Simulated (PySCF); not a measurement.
**Electron correlation in Ir⁺ (iridium, charge +1)**

[Xe] 4f14 5d7 6p1, one real determinant (an excited configuration). All numbers are calculated (PySCF 2.14, scalar relativity by spin-free X2C-1e, in x2c-TZVPPall with one added diffuse shell each of s, p, d, f type (12s8p8d4f1g, 113 functions)). Frozen: [Xe] 4f14; 8 electrons correlated.

```csv
level,correlation energy (mhartree)
CCSD,-164.54
(T),-6.91
CCSD(T),-171.45
```

Diagnostics: T1 = 0.016, D1 = 0.0413, largest double amplitude 0.078.

The real determinant used has ⟨L²⟩ near 14 against 20 for a pure G term, so it mixes terms. Spin-orbit coupling, absent here, splits the open shell strongly.

Cost of the coupled-cluster step: about 70 core-seconds, for 8 correlated electrons.

The reference is one real determinant that mixes LS terms of this configuration.
